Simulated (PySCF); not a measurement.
A geometry optimisation, step by step.

Compound: C2H6FNSi.
SMILES with atom numbers: `[CH2:1]=[C:2]([F:3])[SiH2:4][NH2:5]` (hydrogens: H6, H7 on C1; H8, H9 on Si4; H10, H11 on N5)

Method: PySCF, PBE0-D3(BJ)/def2-SVP geometry optimisation, gas phase; density fitting, grid level 1; the optimiser is geomeTRIC in internal coordinates, started from a GFN2-xTB structure with every atom displaced at random (about 0.01 Å). 11 of its 12 geometries are shown. The frame can shift and turn from step to step; on so coarse a grid that alone can change the energy by a few meV, and forces under 0.02 eV/Å are noise.

Step 0: E = -14238.4982 eV, largest atomic force 2.411 eV/Å
```
atom  x, y, z in Å  |  force x, y, z in eV/Å
C1     -1.605   -0.820   -0.284   -1.200   1.905  -0.321
C2     -1.042    0.384   -0.320    0.184   1.084  -0.175
F3     -1.839    1.480   -0.548    0.582  -0.733   0.161
Si4     0.834    0.811   -0.119   -1.847  -0.639   0.636
N5      1.503   -0.623    0.532   -0.233  -0.570   0.629
H6     -1.042   -1.673   -0.126    1.409  -1.927   0.343
H7     -2.678   -0.917   -0.430   -0.264  -0.036  -0.014
H8      0.886    2.037    0.692    0.081   0.443   0.214
H9      1.436    1.014   -1.397    0.601   0.374  -1.159
H10     1.083   -1.050    1.360    0.026   0.234  -0.260
H11     2.500   -0.669    0.623    0.662  -0.135  -0.054
```

Step 1: E = -14238.6272 eV, largest atomic force 0.780 eV/Å
```
atom  x, y, z in Å  |  force x, y, z in eV/Å
C1     -1.770   -0.473   -0.398    0.097  -0.745   0.065
C2     -0.986    0.595   -0.377    0.745  -0.068   0.222
F3     -1.439    1.836   -0.578   -0.315   0.208  -0.093
Si4     0.884    0.558   -0.064   -0.045   0.508  -0.253
N5      1.389   -0.945    0.639   -0.260   0.094   0.065
H6     -1.253   -1.438   -0.236   -0.426   0.303  -0.069
H7     -2.848   -0.447   -0.575   -0.003   0.026  -0.008
H8      1.134    1.796    0.746    0.052  -0.051   0.061
H9      1.573    0.770   -1.380    0.074  -0.154   0.146
H10     0.975   -1.168    1.542    0.084  -0.039  -0.084
H11     2.389   -1.117    0.672   -0.001  -0.081  -0.051
```

Step 2: E = -14238.6725 eV, largest atomic force 0.407 eV/Å
```
atom  x, y, z in Å  |  force x, y, z in eV/Å
C1     -1.753   -0.493   -0.385    0.037  -0.323   0.060
C2     -0.952    0.574   -0.369   -0.164  -0.371   0.031
F3     -1.502    1.776   -0.602    0.098   0.314  -0.041
Si4     0.912    0.603   -0.061    0.002   0.168  -0.073
N5      1.385   -0.916    0.624   -0.096   0.058   0.062
H6     -1.378   -1.507   -0.212    0.164   0.204  -0.007
H7     -2.823   -0.387   -0.579   -0.044   0.095  -0.010
H8      1.172    1.826    0.769   -0.018  -0.021   0.004
H9      1.644    0.782   -1.352    0.017  -0.034   0.035
H10     0.966   -1.163    1.516    0.030  -0.038  -0.013
H11     2.377   -1.131    0.642   -0.028  -0.051  -0.049
```

Step 3: E = -14238.6904 eV, largest atomic force 0.261 eV/Å
```
atom  x, y, z in Å  |  force x, y, z in eV/Å
C1     -1.722   -0.504   -0.367   -0.083   0.247  -0.018
C2     -0.954    0.588   -0.370   -0.011  -0.097  -0.011
F3     -1.484    1.803   -0.616   -0.089  -0.113  -0.013
Si4     0.904    0.628   -0.065    0.054  -0.016   0.010
N5      1.331   -0.909    0.610    0.035   0.018   0.065
H6     -1.278   -1.481   -0.179    0.110  -0.015   0.005
H7     -2.798   -0.445   -0.555    0.002   0.027   0.000
H8      1.179    1.841    0.773   -0.023  -0.009  -0.005
H9      1.657    0.782   -1.344    0.020   0.017  -0.011
H10     0.905   -1.167    1.495    0.011  -0.016   0.015
H11     2.311   -1.171    0.612   -0.028  -0.043  -0.038
```

Step 4: E = -14238.6917 eV, largest atomic force 0.290 eV/Å
```
atom  x, y, z in Å  |  force x, y, z in eV/Å
C1     -1.724   -0.496   -0.365    0.151  -0.057   0.046
C2     -0.954    0.591   -0.373   -0.196   0.189  -0.100
F3     -1.504    1.794   -0.631    0.054   0.037   0.015
Si4     0.906    0.633   -0.063    0.009  -0.076   0.007
N5      1.321   -0.909    0.614    0.020   0.049   0.055
H6     -1.234   -1.450   -0.174   -0.082  -0.143   0.008
H7     -2.802   -0.454   -0.550    0.061   0.012   0.004
H8      1.180    1.845    0.775   -0.020  -0.004   0.004
H9      1.667    0.780   -1.338    0.011   0.016  -0.003
H10     0.898   -1.171    1.499    0.010   0.002   0.005
H11     2.294   -1.197    0.598   -0.018  -0.026  -0.042
```

Step 6: E = -14238.6977 eV, largest atomic force 0.057 eV/Å
```
atom  x, y, z in Å  |  force x, y, z in eV/Å
C1     -1.716   -0.498   -0.365   -0.024  -0.006  -0.001
C2     -0.955    0.595   -0.382    0.040   0.035  -0.009
F3     -1.504    1.797   -0.645    0.001  -0.029  -0.002
Si4     0.905    0.635   -0.059   -0.006  -0.047  -0.008
N5      1.321   -0.903    0.623   -0.004   0.042   0.039
H6     -1.252   -1.466   -0.166    0.004   0.020  -0.004
H7     -2.791   -0.445   -0.555   -0.013  -0.010   0.001
H8      1.170    1.848    0.779   -0.009   0.000   0.011
H9      1.674    0.784   -1.330    0.008   0.004   0.007
H10     0.912   -1.164    1.515    0.015   0.004   0.001
H11     2.285   -1.217    0.575   -0.011  -0.012  -0.035
```

Step 7: E = -14238.7001 eV, largest atomic force 0.090 eV/Å
```
atom  x, y, z in Å  |  force x, y, z in eV/Å
C1     -1.713   -0.496   -0.366   -0.032   0.041  -0.018
C2     -0.955    0.600   -0.392    0.046  -0.075   0.020
F3     -1.505    1.797   -0.669   -0.007   0.002  -0.007
Si4     0.902    0.636   -0.052    0.000   0.007  -0.019
N5      1.318   -0.895    0.637   -0.014   0.006   0.027
H6     -1.251   -1.463   -0.156    0.013   0.036   0.002
H7     -2.788   -0.445   -0.562   -0.013  -0.014  -0.001
H8      1.159    1.850    0.788   -0.008  -0.002   0.008
H9      1.684    0.782   -1.315    0.003   0.000   0.005
H10     0.934   -1.154    1.540    0.014   0.002   0.008
H11     2.264   -1.246    0.539   -0.001  -0.003  -0.024
```

Step 8: E = -14238.7021 eV, largest atomic force 0.133 eV/Å
```
atom  x, y, z in Å  |  force x, y, z in eV/Å
C1     -1.714   -0.491   -0.370   -0.023   0.055  -0.022
C2     -0.955    0.604   -0.407    0.025  -0.122   0.046
F3     -1.502    1.796   -0.704   -0.003   0.033  -0.025
Si4     0.898    0.637   -0.042    0.005   0.052  -0.021
N5      1.317   -0.886    0.656   -0.018  -0.024   0.020
H6     -1.251   -1.452   -0.135    0.011   0.021  -0.006
H7     -2.787   -0.448   -0.578   -0.007  -0.010   0.004
H8      1.142    1.851    0.802   -0.004  -0.008   0.006
H9      1.697    0.780   -1.294   -0.005  -0.001  -0.001
H10     0.971   -1.142    1.574    0.011   0.001   0.010
H11     2.233   -1.284    0.489    0.008   0.002  -0.011
```

Step 9: E = -14238.7031 eV, largest atomic force 0.102 eV/Å
```
atom  x, y, z in Å  |  force x, y, z in eV/Å
C1     -1.718   -0.487   -0.374   -0.011   0.040  -0.015
C2     -0.955    0.605   -0.414    0.009  -0.098   0.024
F3     -1.494    1.796   -0.730    0.001   0.034  -0.011
Si4     0.895    0.636   -0.034    0.007   0.048  -0.014
N5      1.319   -0.882    0.671   -0.015  -0.027   0.008
H6     -1.256   -1.445   -0.128    0.004   0.008   0.006
H7     -2.790   -0.445   -0.590    0.000  -0.003  -0.003
H8      1.131    1.849    0.813   -0.003  -0.008   0.005
H9      1.700    0.778   -1.282   -0.007   0.000  -0.003
H10     1.003   -1.133    1.600    0.008   0.004   0.007
H11     2.214   -1.306    0.459    0.006   0.003  -0.003
```

Step 10: E = -14238.7037 eV, largest atomic force 0.037 eV/Å
```
atom  x, y, z in Å  |  force x, y, z in eV/Å
C1     -1.725   -0.481   -0.380    0.001   0.006   0.002
C2     -0.954    0.604   -0.420   -0.009  -0.034   0.009
F3     -1.480    1.797   -0.753    0.008   0.019  -0.012
Si4     0.893    0.633   -0.025    0.007   0.025   0.002
N5      1.323   -0.881    0.683   -0.010  -0.018  -0.009
H6     -1.271   -1.437   -0.114   -0.002  -0.006  -0.002
H7     -2.794   -0.438   -0.610    0.004   0.006   0.000
H8      1.123    1.844    0.826    0.000  -0.005   0.003
H9      1.701    0.777   -1.272   -0.005   0.001  -0.003
H10     1.034   -1.127    1.622    0.004   0.006   0.004
H11     2.199   -1.325    0.436    0.002   0.001   0.005
```

Step 11: E = -14238.7040 eV, largest atomic force 0.021 eV/Å
```
atom  x, y, z in Å  |  force x, y, z in eV/Å
C1     -1.731   -0.477   -0.383    0.001  -0.008   0.007
C2     -0.952    0.604   -0.422   -0.006   0.004  -0.009
F3     -1.468    1.799   -0.766    0.005   0.003   0.000
Si4     0.893    0.631   -0.021    0.004   0.003   0.007
N5      1.324   -0.884    0.688   -0.007  -0.010  -0.017
H6     -1.284   -1.434   -0.111   -0.003  -0.004   0.002
H7     -2.797   -0.427   -0.620    0.003   0.007  -0.003
H8      1.121    1.839    0.834    0.000  -0.002   0.002
H9      1.700    0.776   -1.268   -0.001   0.002  -0.001
H10     1.048   -1.126    1.632    0.002   0.005   0.004
H11     2.193   -1.334    0.428    0.000  -0.001   0.007
```

Question: Summarise the path.

Answer: The energy falls by 0.2059 eV from step 0 to step 11; nine tenths of that is first reached at step 3. It falls at every step. The largest force goes from 2.411 to 0.021 eV/Å. Among the bonds Si4–H9 changes most, from 1.427 to 1.493 Å; the atoms move by 0.180 Å rms after alignment.

Question: Follow the three bonds and two angles with the largest change from start to end.

Answer: 
```tsv
step	E above end (eV)	largest force (eV/Å)	Si4–H9 (Å)	C1–H6 (Å)	C2–Si4 (Å)	C2–Si4–N5 (°)	H10–N5–H11 (°)
0	0.2059	2.411	1.427	1.034	1.934	103.5	108.4
1	0.0768	0.780	1.500	1.107	1.897	111.8	109.6
2	0.0315	0.407	1.494	1.095	1.890	108.7	109.7
3	0.0136	0.261	1.492	1.089	1.883	106.7	109.8
4	0.0123	0.290	1.492	1.089	1.886	106.3	109.9
5	0.0081	0.122	1.493	1.091	1.888	106.5	109.9
6	0.0064	0.057	1.493	1.092	1.888	106.6	110.2
7	0.0039	0.090	1.493	1.092	1.888	107.0	110.6
8	0.0019	0.133	1.493	1.092	1.889	107.5	111.1
9	0.0009	0.102	1.493	1.091	1.889	108.0	111.3
10	0.0003	0.037	1.493	1.091	1.888	108.4	111.5
11	0.0000	0.021	1.493	1.091	1.888	108.6	111.5
```

The cost below is that of the whole optimisation. Time: 28 s wall; peak memory 0.43 GiB. Hardware: one thread, Intel Xeon 6975P-C (x86_64), shared host.
